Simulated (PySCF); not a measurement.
1-chlorocyclobutene (C4H5Cl), SMILES ClC1=CCC1.

Geometry optimised at PBE0-D3(BJ)/def2-SVP.

Computed with PySCF with PBE0-D3(BJ)/def2-SVP.

Frequencies are harmonic and unscaled.

```tsv
mode	ν (cm⁻¹)	IR (km/mol)	moving atoms (share of kinetic energy)
1	216	0.7	C 52 %, H 39 %, Cl 9 %
2	311	1.0	C 64 %, Cl 19 %, H 18 %
3	412	8.3	C 55 %, H 44 %
4	510	11.0	Cl 54 %, C 38 %
5	773	16.1	H 80 %, C 20 %
6	880	13.4	H 85 %, C 15 %
7	894	46.2	C 83 %, H 16 %
8	935	11.4	C 65 %, H 34 %
9	951	5.2	H 59 %, C 40 %
10	1035	0.1	H 51 %, C 49 %
11	1085	1.6	H 85 %, C 15 %
12	1157	0.3	H 86 %, C 14 %
13	1166	19.7	C 68 %, H 30 %
14	1191	5.5	H 55 %, C 45 %
15	1219	8.0	H 62 %, C 38 %
16	1300	49.4	C 67 %, H 33 %
17	1436	1.6	H 92 %, C 8 %
18	1465	1.0	H 84 %, C 16 %
19	1694	56.5	C 93 %
20	3069	33.7	H 95 %
21	3082	20.4	H 95 %
22	3129	8.0	H 90 %, C 10 %
23	3147	14.3	H 90 %, C 10 %
24	3252	2.1	H 91 %, C 9 %
```
